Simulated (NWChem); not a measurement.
## Ionisation of 1,3-disilacyclobutane (C₂H₈Si₂)

```
Si
H 1 1.4961
H 1 1.4973 2 108.69
C 1 1.9056 2 112.04 3 -129.71
H 4 1.0991 1 118.56 2 21.01
H 4 1.1030 5 108.33 1 -128.21
C 1 1.9056 2 112.04 3 129.71
H 7 1.0991 1 118.56 2 -21.01
H 7 1.1030 8 108.33 1 128.21
Si 4 1.9056 5 118.56 6 -128.21
H 10 1.4961 4 112.04 5 -21.01
H 10 1.4973 11 108.69 4 -129.71
```
Charge 0, spin multiplicity 1.

All runs are NWChem calculations. The geometry was optimised at PBE0/def2-SVP, a minimum by its harmonic frequencies. It is one conformer; others weren't searched.

Basis set: def2-TZVP. −ε marks an orbital energy of the parent.

B3LYP has NWChem's definition, with VWN1-RPA local correlation.

Q: Order these methods by the first vertical ionisation energy they give, lowest first: G0W0@PBE, G0W0@PBE0, −ε(HOMO) of B3LYP, −ε(HOMO) of LDA (SVWN5).

A: −ε(HOMO) of LDA (SVWN5) (6.65 eV), −ε(HOMO) of B3LYP (7.53 eV), G0W0@PBE (9.35 eV), G0W0@PBE0 (9.64 eV)
